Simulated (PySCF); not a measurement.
Removing an electron from arsine

Compound: arsine, AsH3.
Geometry (PBE0-D3(BJ)/def2-TZVP, Å), atoms numbered from 1 in this order:
```
atom  x, y, z in Å
As1    0.0457   -0.0272    0.6514
H2    -0.1382    1.2406   -0.1698
H3    -0.9612   -0.7876   -0.1993
H4     1.2068   -0.4857   -0.2189
```

Level: wB97X-D/aug-cc-pVTZ (PySCF). Frontier orbitals with their largest atomic shares (Löwdin; up to four atoms above 4 %):

```
orbital  ε (eV)                           main atoms
 HOMO−3  -19.92  As1 41 %, H4 20 %, H2 20 %, H3 20 %
 HOMO−2  -12.18   As1 41 %, H3 30 %, H4 22 %, H2 7 %
 HOMO−1  -12.18   As1 41 %, H2 33 %, H4 17 %, H3 9 %
   HOMO   -9.66                                    ?
   LUMO    0.75   H4 32 %, H3 32 %, H2 32 %, As1 4 %
 LUMO+1    1.64           H4 39 %, As1 31 %, H3 29 %
 LUMO+2    1.64   H2 45 %, As1 31 %, H3 17 %, H4 7 %
```

Problem. What vertical ionisation energy does ΔSCF give, and how far is −ε(HOMO) from it?

Solution. ΔSCF: 10.50 eV (1013 kJ/mol; threshold wavelength 118 nm); ⟨S²⟩ of the doublet left behind is 0.751, against 0.75 for a pure doublet. −ε(HOMO) is 9.66 eV, 0.84 eV below it. For the exact functional −ε(HOMO) would equal the first vertical ionisation energy; wB97X-D (range-separated hybrid) falls short of its own ΔSCF value by 8 %.

Problem. On which atoms does the HOMO lie?

Solution. As1 (arsenic bonded to 3 H) 65 %, H3 (hydrogen on arsenic) 12 %, H4 (hydrogen on arsenic) 12 %, H2 (hydrogen on arsenic) 12 %, so more than half of it is on one atom. The HOMO−1 lies 2.52 eV lower.

Problem. With α = 36.0 au, estimate the like-pair dispersion coefficient by London's formula C6 = (3/4)α²I.

Solution. I = 0.3857 Eh, so C6 ≈ 375 au, a rough estimate.

Problem. What total energies stand behind the ΔSCF value?

Solution. E(N) = -2237.77121 Eh and E(N − 1) = -2237.38552 Eh at the same geometry, 0.38569 Eh apart.

Isolated species at its PBE0-D3(BJ)/def2-TZVP geometry, gas phase. The calculation is non-relativistic, for arsenic too.

The pairwise dispersion term of wB97X-D wasn't added to the energies; at a given geometry it leaves orbitals and properties as they are.
